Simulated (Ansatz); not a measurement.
Consider the cleavage of the B–B bond: `CBBF` + `O[SiH2][SiH3]` → `CBO[SiH2][SiH3]` + `BF`.

Calculated with Ansatz (gas phase, PBE0-D4/def2-TZVP geometries, no zero-point term in ΔE). CBS: MP2 limit from def2 TZ/QZ plus the TZ coupled-cluster correction, frozen cores. This one scheme is used for every species. DFT in def2-TZVPP. B3LYP here is the variant with VWN-RPA as its local correlation; programs differ in this. HSE06 is defined as in plane-wave codes. One conformer a species, not always the lowest.

```tsv
level	ΔE (kcal/mol)	difference from CCSD(T)/CBS
LDA (SPW92)	-38.2	1.9
PBE-D4	-37.1	3.0
revPBE-D4	-37.3	2.8
BLYP-D4	-40.0	0.1
r2SCAN-D4	-39.1	1.0
B97M-V	-38.5	1.6
PBE0-D4	-38.1	2.0
r2SCANh-D4	-39.4	0.7
r2SCAN0-D4	-39.8	0.3
HSE06-D4	-38.0	2.1
BHLYP-D4	-42.0	-1.9
CAM-B3LYP-D4	-41.1	-1.0
ωB97X-V	-39.3	0.8
ωB97M-V	-40.4	-0.3
B2PLYP	-40.2	-0.1
PBE-QIDH	-39.6	0.5
revPBE	-34.6	5.5
BLYP	-37.5	2.6
r2SCAN	-38.7	1.4
PBE0	-36.9	3.2
B3LYP	-38.6	1.5
r2SCANh	-38.9	1.2
r2SCAN0	-39.3	0.8
HSE06	-36.9	3.2
BHLYP	-40.3	-0.2
CAM-B3LYP	-39.9	0.2
LC-ωPBE	-37.5	2.6
RPA@PBE/def2-TZVPP	-41.0	-0.9
HF/def2-SVP	-44.5	-4.4
MP2/def2-SVP	-46.6	-6.5
CCSD(T)/def2-SVP	-45.4	-5.3
HF/def2-TZVPP	-41.6	-1.5
MP2/def2-TZVPP	-42.1	-2.0
CCSD/def2-TZVPP	-40.5	-0.4
CCSD(T)/def2-TZVPP	-40.8	-0.7
HF/def2-QZVPP	-41.7	-1.6
SCS-MP2/def2-QZVPP	-41.5	-1.4
HF/CBS(def2)	-41.8	-1.7
MP2/CBS(def2)	-41.4	-1.3
CCSD/CBS(def2)	-39.8	0.3
CCSD(T)/CBS	-40.1	0
```

Largest T1 diagnostic among the species: 0.013.

Leaving LDA and LC-ωPBE aside and taking each functional with its dispersion term where it has one, the values spread over 4.9 kcal/mol, from BHLYP-D4 to PBE-D4. LDA lies −2.4 kcal/mol from PBE without D4. From BLYP to BHLYP (50 % exact exchange), in def2-TZVPP and without D4, ΔE moves by −2.7 kcal/mol.
